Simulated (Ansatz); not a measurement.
Wavefunction ladder for C₂H₇FOSi (`CO[SiH](C)F`)

Z-matrix (Å, degrees):
```
C
O 1 1.410
H 1 1.094 2 110.9
H 1 1.091 2 108.3 3 119.3
H 1 1.096 2 111.6 3 -121.3
Si 2 1.628 1 124.7 3 78.1
F 6 1.602 2 109.7 1 -65.8
C 6 1.843 2 108.2 1 175.0
H 6 1.486 2 109.8 1 49.4
H 8 1.092 6 110.5 2 57.7
H 8 1.092 6 110.7 2 177.7
H 8 1.092 6 110.5 2 -62.2
```

The species carries charge 0 and has multiplicity 1. The geometry is a stationary point of PBE0-D4/def2-TZVP. It is one conformer, not always the lowest. Frozen core, restricted reference, the Gaussian-basis code of Ansatz. CBS rows extrapolate triple and quadruple zeta; past MP2 they add the triple-zeta difference.

```
     basis     HF (Eh)  MP2 corr.
  def2-SVP  -542.86916   -0.75063
def2-TZVPP  -543.29488   -0.95879
def2-QZVPP  -543.31693   -1.03459
```

**Question.** Estimate the CCSD correlation energy and the (T) correction in each basis where they were run (hartree).

**Answer.** 
| basis | CCSD corr. | (T) |
| --- | --- | --- |
| def2-SVP | -0.79956 | -0.01759 |
| def2-TZVPP | -0.99818 | -0.03361 |
| CBS(def2) | -1.13012 | as TZ |
